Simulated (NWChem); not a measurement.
System: CH₃BrMgO; SMILES C[O][Mg][Br]

Excerpt of the output:

```
             Northwest Computational Chemistry Package (NWChem) 7.3.0
             --------------------------------------------------------

                             Geometry "geometry" -> ""
                             -------------------------

 Output coordinates in angstroms (scale by  1.889725989 to convert to a.u.)

  No.       Tag          Charge          X              Y              Z
 ---- ---------------- ---------- -------------- -------------- --------------
    1 Mg                  12.0000     0.29015500    -0.22826300    -0.36417900
    2 Br                  35.0000    -0.88913900     0.73606300     1.41993500
    3 O                    8.0000     1.17534000    -0.95202700    -1.70331700
    4 C                    6.0000     1.86634600    -1.51637000    -2.74770000
    5 H                    1.0000     2.26556100    -0.75230700    -3.44392600
    6 H                    1.0000     2.73170100    -2.11447700    -2.39942700
    7 H                    1.0000     1.23001900    -2.19541600    -3.34925900

 Effective nuclear repulsion energy (a.u.)     240.6708501549

                              NWChem Property Module
                              ----------------------

  itol2e modified to match energy
  convergence criterion.

                                 NWChem DFT Module
                                 -----------------

 Summary of "ao basis" -> "ao basis" (spherical)
 ------------------------------------------------------------------------------
       Tag                 Description            Shells   Functions and Types
 ---------------- ------------------------------  ------  ---------------------
 Mg                         6-311g**                12       26   6s5p1d
 Br                         6-311g**                18       44   8s7p3d
 O                          6-311g**                 8       18   4s3p1d
 C                          6-311g**                 8       18   4s3p1d
 H                          6-311g**                 4        6   3s1p

  itol2e modified to match energy
  convergence criterion.

            General Information
            -------------------
          SCF calculation type: DFT
          Wavefunction type:  closed shell.
          No. of atoms     :     7
          No. of electrons :    64
           Alpha electrons :    32
            Beta electrons :    32
          Charge           :     0
          Spin multiplicity:     1
          Use of symmetry is: off; symmetry adaption is: off
          Maximum number of iterations: 150
          AO basis - number of functions:   124
                     number of shells:    58
          Convergence on energy requested:  1.00D-07
          Convergence on density requested:  1.00D-05
          Convergence on gradient requested:  5.00D-04

              XC Information
              --------------
                         B3LYP Method XC Potential
                     Hartree-Fock (Exact) Exchange  0.200
                        Slater Exchange Functional  0.800 local
                    Becke 1988 Exchange Functional  0.720 non-local
              Lee-Yang-Parr Correlation Functional  0.810
                  VWN I RPA Correlation Functional  0.190 local

             Grid Information
             ----------------
          Grid used for XC integration:  fine
          Radial quadrature: Mura-Knowles
          Angular quadrature: Lebedev.
          Tag              B.-S. Rad. Rad. Pts. Rad. Cut. Ang. Pts.
          ---              ---------- --------- --------- ---------
          Mg                  1.50      123          11.0       770
          Br                  1.15      140          14.0       974
          O                   0.60       70          11.0       590
          C                   0.70       70          14.0       590
          H                   0.35       60          14.0       590
          Grid pruning is: on
          Number of quadrature shells:   583
          Spatial weights used:  Erf1

      Superposition of Atomic Density Guess
      -------------------------------------

 Sum of atomic energies:       -2885.90650632

      Non-variational initial energy
      ------------------------------

 Total energy =   -2886.941707
 1-e energy   =   -4495.741055
 2-e energy   =    1368.128498
 HOMO         =      -0.377186
 LUMO         =      -0.090193

   convergence    iter        energy       DeltaE   RMS-Dens  Diis-err
 ---------------- ----- ----------------- --------- --------- ---------
 d= 0,ls=0.0,diis     1  -2889.4172305495 -3.13D+03  9.33D-03  4.50D+00
 d= 0,ls=0.0,diis     2  -2889.2518060256  1.65D-01  8.65D-03  2.85D+00
 d= 0,ls=0.0,diis     3  -2889.3833018646 -1.31D-01  3.22D-03  1.69D+00
 d= 0,ls=0.0,diis     4  -2889.5214430160 -1.38D-01  9.53D-04  2.32D-02
 d= 0,ls=0.0,diis     5  -2889.5229243397 -1.48D-03  3.74D-04  6.51D-03
  Resetting Diis
 d= 0,ls=0.0,diis     6  -2889.5234479354 -5.24D-04  4.79D-05  7.64D-05
 d= 0,ls=0.0,diis     7  -2889.5234531559 -5.22D-06  3.40D-05  8.81D-06
 d= 0,ls=0.0,diis     8  -2889.5234527948  3.61D-07  1.74D-05  1.29D-05
 d= 0,ls=0.0,diis     9  -2889.5234541015 -1.31D-06  3.32D-06  9.68D-07
 d= 0,ls=0.0,diis    10  -2889.5234541849 -8.34D-08  4.22D-07  6.38D-09

         Total DFT energy =    -2889.523454184885
      One electron energy =    -4500.174517564319
           Coulomb energy =     1493.149133842508
    Exchange-Corr. energy =     -123.168920617956
 Nuclear repulsion energy =      240.670850154882

 Numeric. integr. density =       64.000000031021

                       DFT Final Molecular Orbital Analysis
                       ------------------------------------

 Vector   30  Occ=2.000000D+00  E=-2.911950D-01
              MO Center= -8.2D-01,  6.8D-01,  1.3D+00, r^2= 1.8D+00
   Bfn.  Coefficient  Atom+Function         Bfn.  Coefficient  Atom+Function
  ----- ------------  ---------------      ----- ------------  ---------------
    50      0.446514  2 Br px                52      0.305455  2 Br pz
    53      0.304615  2 Br px                41     -0.239324  2 Br px
    55      0.208384  2 Br pz                47      0.197585  2 Br px
    43     -0.163718  2 Br pz                49      0.135164  2 Br pz
    38      0.091621  2 Br px                44     -0.088034  2 Br px

 Vector   31  Occ=2.000000D+00  E=-2.596772D-01
              MO Center=  1.3D+00, -1.0D+00, -2.0D+00, r^2= 1.8D+00
   Bfn.  Coefficient  Atom+Function         Bfn.  Coefficient  Atom+Function
  ----- ------------  ---------------      ----- ------------  ---------------
    82      0.330265  3 O  py                78      0.296253  3 O  py
    81      0.230718  3 O  px                74      0.209962  3 O  py
    77      0.206955  3 O  px               108     -0.165063  5 H  s
   120      0.161923  7 H  s                 73      0.146675  3 O  px
   109     -0.119826  5 H  s                121      0.117549  7 H  s

 Vector   32  Occ=2.000000D+00  E=-2.596765D-01
              MO Center=  1.4D+00, -1.1D+00, -1.9D+00, r^2= 1.8D+00
   Bfn.  Coefficient  Atom+Function         Bfn.  Coefficient  Atom+Function
  ----- ------------  ---------------      ----- ------------  ---------------
    81      0.261743  3 O  px                83      0.260923  3 O  pz
    77      0.234784  3 O  px                79      0.234053  3 O  pz
   114     -0.188786  6 H  s                 73      0.166398  3 O  px
    75      0.165879  3 O  pz                82     -0.162434  3 O  py
    78     -0.145703  3 O  py               115     -0.137050  6 H  s

 Vector   33  Occ=0.000000D+00  E=-6.398573D-02
              MO Center=  1.7D-01, -1.3D-01, -1.9D-01, r^2= 5.3D+00
   Bfn.  Coefficient  Atom+Function         Bfn.  Coefficient  Atom+Function
  ----- ------------  ---------------      ----- ------------  ---------------
     6      0.909624  1 Mg s                  5      0.371966  1 Mg s
    34     -0.312790  2 Br s                 55      0.217374  2 Br pz
    80     -0.207333  3 O  s                  4     -0.171005  1 Mg s
    33     -0.153509  2 Br s                 52      0.144839  2 Br pz
    53     -0.143679  2 Br px                76     -0.126111  3 O  s

 Vector   34  Occ=0.000000D+00  E=-5.470479D-03
              MO Center=  3.3D-01, -2.4D-01, -3.9D-01, r^2= 7.7D+00
   Bfn.  Coefficient  Atom+Function         Bfn.  Coefficient  Atom+Function
  ----- ------------  ---------------      ----- ------------  ---------------
    20      0.548777  1 Mg py                21     -0.459097  1 Mg pz
    19     -0.245888  1 Mg px                17      0.204990  1 Mg py
    18     -0.171513  1 Mg pz                54     -0.171607  2 Br py
    55      0.143581  2 Br pz                14      0.107281  1 Mg py
   115     -0.107171  6 H  s                 51     -0.102354  2 Br py

 Vector   35  Occ=0.000000D+00  E=-5.469497D-03
              MO Center=  3.0D-01, -2.5D-01, -4.0D-01, r^2= 7.7D+00
   Bfn.  Coefficient  Atom+Function         Bfn.  Coefficient  Atom+Function
  ----- ------------  ---------------      ----- ------------  ---------------
    19      0.606127  1 Mg px                20      0.417724  1 Mg py
    16      0.226367  1 Mg px                53     -0.189535  2 Br px
    21      0.174688  1 Mg pz                17      0.156083  1 Mg py
    54     -0.130639  2 Br py                13      0.118485  1 Mg px
   121     -0.118334  7 H  s                 50     -0.113043  2 Br px

     Multipole analysis of the density
     ---------------------------------

     L   x y z        total         alpha         beta         nuclear
     -   - - -        -----         -----         ----         -------
     0   0 0 0     -0.000000    -32.000000    -32.000000     64.000000

     1   1 0 0      0.353787      0.942164      0.942164     -1.530542
     1   0 1 0     -0.289192     -1.322286     -1.322286      2.355379
     1   0 0 1     -0.535004     -5.957683     -5.957683     11.380363

     2   2 0 0    -30.937073   -148.917328   -148.917328    266.897582
     2   1 1 0      1.330870    107.465167    107.465167   -213.599464
     2   1 0 1      2.501026    198.940287    198.940287   -395.379548
     2   0 2 0    -30.411127   -105.360287   -105.360287    180.309448
     2   0 1 1     -2.054978   -162.738938   -162.738938    323.422898
     2   0 0 2    -33.178214   -319.243788   -319.243788    605.309362

          -----------------------------------------
          Chemical Shielding Tensors (GIAO, in ppm)
          -----------------------------------------

                                NWChem CPHF Module
                                ------------------

  scftype          =     RHF
  nclosed          =       32
  nopen            =        0
  variables        =     2944
  # of vectors     =        3
  tolerance        = 0.10D-03
  level shift      = 0.00D+00
  max iterations   =       50
  max subspace     =       30

 SCF residual:    4.6639607202877522E-005

Iterative solution of linear equations
  No. of variables     2944
  No. of equations        3
  Maximum subspace       30
        Iterations       50
       Convergence  1.0D-04

   iter   nsub   residual    time
   ----  ------  --------  ---------
     1      3    3.09D-01      77.7
     2      6    1.24D-02      89.8
     3      9    4.28D-04     102.8
     4     12    2.23D-05     117.6

      Atom:    1  Mg
        Diamagnetic
    712.2484     -1.5068     -2.7878
     -1.5068    711.6375      2.2794
     -2.7878      2.2794    714.6227

        Paramagnetic
   -210.0906    -56.7229   -104.9519
    -56.7229   -233.1030     85.8010
   -104.9519     85.8010   -120.7235

        Total Shielding Tensor
    502.1578    -58.2297   -107.7398
    -58.2297    478.5345     88.0804
   -107.7398     88.0804    593.8992

           isotropic =     524.8638
          anisotropy =     281.8012

          Principal Components and Axis System
                 1           2           3
              712.7313    430.9308    430.9294

      1        -0.5027      0.8126     -0.2947
      2         0.4110      0.5246      0.7455
      3         0.7605      0.2537     -0.5978

      Atom:    2  Br
        Diamagnetic
   3120.3853     -2.1219     -3.9256
     -2.1219   3119.5255      3.2101
     -3.9256      3.2101   3123.7294

        Paramagnetic
   -109.9270    -30.0920    -55.6740
    -30.0920   -122.1258     45.5205
    -55.6740     45.5205    -62.5094

        Total Shielding Tensor
   3010.4583    -32.2138    -59.5996
    -32.2138   2997.3998     48.7306
    -59.5996     48.7306   3061.2199

           isotropic =    3023.0260
          anisotropy =     155.8963

          Principal Components and Axis System
                 1           2           3
             3126.9569   2971.0612   2971.0599

      1        -0.5027     -0.2478      0.8282
      2         0.4110      0.7743      0.4812
      3         0.7605     -0.5823      0.2874

      Atom:    3  O
        Diamagnetic
    389.3299    -10.8220    -20.0260
    -10.8220    384.9269     16.3623
    -20.0260     16.3623    406.3629

        Paramagnetic
    -39.0956      6.5366     12.1023
      6.5366    -36.3824     -9.8495
     12.1023     -9.8495    -49.3028

        Total Shielding Tensor
    350.2343     -4.2854     -7.9237
     -4.2854    348.5444      6.5129
     -7.9237      6.5129    357.0601

           isotropic =     351.9463
          anisotropy =      20.7770

          Principal Components and Axis System
                 1           2           3
              365.7976    345.0217    345.0196

      1        -0.5010      0.4609      0.7326
      2         0.4118      0.8714     -0.2666
      3         0.7612     -0.1681      0.6263

      Atom:    4  C
        Diamagnetic
    243.8534     -2.9240     -5.4108
     -2.9240    242.6617      4.4193
     -5.4108      4.4193    248.4522

        Paramagnetic
   -123.4802    -14.3973    -26.6453
    -14.3973   -129.3486     21.7630
    -26.6453     21.7630   -100.8350

        Total Shielding Tensor
    120.3732    -17.3213    -32.0561
    -17.3213    113.3131     26.1823
    -32.0561     26.1823    147.6172

           isotropic =     127.1011
          anisotropy =      83.8083

          Principal Components and Axis System
                 1           2           3
              182.9733     99.1658     99.1643

      1        -0.5030      0.6596      0.5585
      2         0.4109      0.7510     -0.5169
      3         0.7604      0.0305      0.6488

      Atom:    5  H
        Diamagnetic
     26.2768      2.8345     -5.8700
      2.8345     28.6012     -4.9822
     -5.8700     -4.9822     32.4223

        Paramagnetic
      0.3340     -2.8225      0.9995
     -2.8225     -3.2477      4.8083
      0.9995      4.8083     -1.1755

        Total Shielding Tensor
     26.6108      0.0120     -4.8705
      0.0120     25.3534     -0.1740
     -4.8705     -0.1740     31.2468

           isotropic =      27.7370
          anisotropy =       9.8825

          Principal Components and Axis System
                 1           2           3
               34.3254     25.3546     23.5311

      1        -0.5338     -0.0475      0.8443
      2        -0.0171      0.9988      0.0454
      3         0.8454     -0.0098      0.5340
```

Level: B3LYP/6-311G** (spherical d), GIAO. Structure relaxed at the PBE0/def2-SVP level. B3LYP is NWChem's, with the RPA form of VWN correlation. The printed shielding anisotropy is the first printed principal value minus the mean of the other two.

### Question
Write an input that gives this output.

### Answer
Several could match; the one computed here: the input that was run:
```
start job
memory heap 200 mb stack 900 mb global 1100 mb
geometry units angstroms noautosym nocenter noautoz
  Mg     0.290155    -0.228263    -0.364179
  Br    -0.889139     0.736063     1.419935
  O      1.175340    -0.952027    -1.703317
  C      1.866346    -1.516370    -2.747700
  H      2.265561    -0.752307    -3.443926
  H      2.731701    -2.114477    -2.399427
  H      1.230019    -2.195416    -3.349259
end
basis spherical
  * library 6-311g**
end
dft
  xc b3lyp
  iterations 150
end
property
  shielding 5 1 2 3 4 5
end
task dft property
```
